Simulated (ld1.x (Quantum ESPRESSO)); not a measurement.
Results of a calculation; reference values are marked as such.
# Potentials for Al compared

Generated with ld1.x 7.5 (TM, RRKJ, ultrasoft, PAW), atompaw 4.2 or ONCVPSP 4.0.1. The cutoff is in Ry: for ld1.x and atompaw files where the sum of valence levels is converged to 10 mRy in a Bessel basis, for ONCV files where the hardest occupied wave has 1 mHa per electron of residual kinetic energy. The error is the largest all-electron minus pseudo excitation energy over each file’s own four to seven test configurations (ionisations up to +4, promotions, holes and added fractions of an electron), all of which were solved. The labels leave out finer settings (local radius, basis sizes, second energies), which also bear on the numbers. Spin-polarised tests are not counted. The rows are a selection from randomly drawn settings: files with unsolved tests, undetermined cutoffs or missed reference levels are left out.

| potential | cutoff (Ry) | largest error (meV) | bound ghosts |
| --- | --- | --- | --- |
| ultrasoft, Wu–Cohen, non-relativistic, rc 2.40/2.25 (sp), local smoothed, core correction yes, reference 3s1.5 3p1.5 | 6 | -4.3 | none |
| PAW, PBE, non-relativistic, rc 2.00/1.85 (sp), local smoothed, core correction yes, reference 3s1.5 3p1.5 | 6 | +6.2 | none |
| TM, PBE, fully relativistic, rc 1.70/2.55 (sp), local p, core correction yes, reference 3s1 3p2 | 8 | +20 | none |

(1) Fill in the row for Al: PAW, PBEsol, non-relativistic, rc 1.05/0.95/1.00 (spd), local smoothed, core correction yes, reference 2s2 2p6 3s1 3p0.

(2) Fill in the row for Al: TM, PBEsol, scalar-relativistic, rc 1.40/2.90 (sp), local s, core correction yes, reference 3s2 3p1.

(3) Fill in the row for Al: PAW, PBEsol, scalar-relativistic, rc 2.40/2.05/1.85 (spd), local smoothed, core correction yes, reference 3s2 3p1.

Results:

(1) cutoff 90 Ry, largest error -14 meV, bound ghosts: none.

(2) cutoff 35 Ry, largest error +15 meV, bound ghosts: none.

(3) cutoff 6 Ry, largest error -22 meV, bound ghosts: none.
